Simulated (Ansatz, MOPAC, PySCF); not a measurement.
Molecule: C2HF2 (charge -1, singlet). SMILES: F/[C-]=C/F
Coordinates optimised at B3LYP-D3(BJ)/def2-TZVP (Ansatz, an electronic-structure program):
```
C
C 1 1.3353
H 1 1.0894 2 129.85
F 1 1.4010 3 110.03 2 180.00
F 2 1.4570 1 106.03 3 0.00
```
Charge -1, spin multiplicity 1.

Unscaled harmonic wavenumbers (cm⁻¹) in rising order, each level at the stationary point that it reaches from this structure (no distance between atoms moves by over 0.3 Å); the order of modes can differ between levels, and a negative number is imaginary. B3LYP-D3(BJ)/def2-TZVP (PySCF, at the structure above): 325, 329, 531, 710, 833, 1020, 1246, 1548, 3079.

AM1 (MOPAC): 305, 359, 617, 791, 1280, 1317, 1483, 1763, 3108. Zero-point energy 15.8 against 13.8 kcal/mol; where all levels lie over 400 cm⁻¹, the wavenumbers are on average 1.206 times those of B3LYP-D3(BJ)/def2-TZVP.

PM3 (MOPAC): 311, 365, 582, 771, 1110, 1336, 1476, 1792, 3042. Zero-point energy 15.4 against 13.8 kcal/mol; where all levels lie over 400 cm⁻¹, the wavenumbers are on average 1.165 times those of B3LYP-D3(BJ)/def2-TZVP.

HF/3-21G (Ansatz): 345, 362, 570, 862, 963, 1135, 1409, 1700, 3332. Zero-point energy 15.3 against 13.8 kcal/mol; where all levels lie over 400 cm⁻¹, the wavenumbers are on average 1.124 times those of B3LYP-D3(BJ)/def2-TZVP.

B3LYP/6-31G* (Ansatz): 321, 328, 533, 725, 854, 1045, 1273, 1553, 3048. Zero-point energy 13.8 against 13.8 kcal/mol; where all levels lie over 400 cm⁻¹, the wavenumbers are on average 1.013 times those of B3LYP-D3(BJ)/def2-TZVP.
